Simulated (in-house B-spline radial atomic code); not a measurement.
Radial electron density of Ti⁷⁺, [Ne] 3s2 3p3. Method: Dirac-Kohn-Sham B3LYP, spherical fractional occupations, Fermi nucleus of rms radius 3.5921 fm. Calculated with a B-spline radial code for spherical atoms.

Caution: exact exchange at fractional occupations of open shells leaves self-interaction of up to several eV.

Columns: r (bohr), 4πr²n(r) (electrons per bohr), bar.

```
 0.00259   0.5843 #
 0.00308    0.805 #
 0.00367    1.109 ##
 0.00437    1.517 ##
  0.0052    2.062 ###
 0.00619    2.784 ####
 0.00737    3.731 ######
 0.00878    4.954 ########
  0.0105    6.538 ##########
  0.0124    8.353 #############
  0.0148    10.66 #################
  0.0176    13.28 #####################
   0.021    16.22 ##########################
   0.025    19.23 ###############################
  0.0298    22.09 ###################################
  0.0354     24.4 #######################################
  0.0422    25.87 #########################################
  0.0502    26.15 ##########################################
  0.0598    25.17 ########################################
  0.0712    23.23 #####################################
  0.0848       21 ##################################
   0.101    19.48 ###############################
    0.12    19.53 ###############################
   0.143    21.45 ##################################
    0.17     24.5 #######################################
   0.203    27.19 ###########################################
   0.242    27.56 ############################################
   0.288    24.63 #######################################
   0.342    19.12 ###############################
   0.408     12.8 ####################
   0.485    8.294 #############
   0.578      6.5 ##########
   0.688    6.674 ###########
   0.819    6.938 ###########
   0.975    6.001 ##########
    1.16    4.029 ######
    1.38    2.033 ###
    1.65   0.7221 #
    1.96   0.1868 
    2.33  0.03203 
    2.78 0.003165 
    3.31 0.0001781
```

On this grid the curve has 3 maxima, near 0.0502, 0.242, 0.819 bohr.

The 3s1/2 radial function P(r) = rR(r), positive near the nucleus, with its small component Q(r) (sign convention: Q ≈ (P' + κP/r)/2c):

```
r (bohr)        P          Q
0.000909  0.02305  -0.001871
 0.00129  0.03229  -0.002628
 0.00183  0.04506  -0.003679
 0.00259  0.06241  -0.005118
 0.00367  0.08591  -0.007087
  0.0052    0.117  -0.009737
 0.00737   0.1571   -0.01324
  0.0105   0.2071   -0.01778
  0.0148   0.2622   -0.02315
   0.021   0.3177   -0.02933
  0.0298   0.3561   -0.03544
  0.0422   0.3495   -0.03993
  0.0598   0.2606   -0.04055
  0.0848   0.0569   -0.03473
    0.12  -0.2477    -0.0213
    0.17  -0.5486  -0.002562
   0.242  -0.6271    0.01456
   0.342  -0.2761    0.02077
   0.485   0.4494    0.01347
   0.688    1.083  7.751e-05
   0.975    1.108  -0.007562
    1.38   0.6108  -0.005892
    1.96    0.165  -0.001814
    2.78  0.01769  -0.000211
```
